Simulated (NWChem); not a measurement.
System: C$_{2}$H$_{8}$Si$_{2}$; SMILES C=C[SiH2][SiH3]

```xyz
12

C      0.5487     2.5844    -0.3168
C      0.2720     1.5518     0.4903
Si    -0.8043     0.0979    -0.0057
Si     0.3992    -1.9263    -0.0406
H      1.1853     3.4115    -0.0044
H      0.1498     2.6515    -1.3274
H      0.7102     1.5542     1.4905
H     -1.9432    -0.0517     0.9478
H     -1.3680     0.3660    -1.3602
H      1.4809    -1.8875    -1.0647
H     -0.5000    -3.0721    -0.3583
H      1.0310    -2.1906     1.2839
```
Atoms are numbered in this order, from 1.

Computed with NWChem. Medium grid unless said otherwise, to which SCAN and Minnesota functionals are sensitive. Structure relaxed at the B3LYP/6-31G* (spherical d) level. B3LYP is NWChem's, with the RPA form of VWN correlation. Total energies of different functionals are on different scales.

```csv
level,energy (Ha),highest occupied level (eV),orbital gap (eV),dipole (D)
PBE/def2-TZVP,-659.5983,-6.59,4.93,0.82
B3LYP/def2-TZVP,-660.0742,-7.44,6.55,0.82
"LDA (Slater exchange, VWN5)/def2-TZVP",-656.9190,-6.71,4.84,0.78
Hartree-Fock/def2-TZVP,-658.2790,-9.99,12.93,0.90
r2SCAN/def2-TZVP,-659.9127,-6.80,5.33,0.84
TPSSh/def2-TZVP,-660.0764,-7.06,5.98,0.82
```
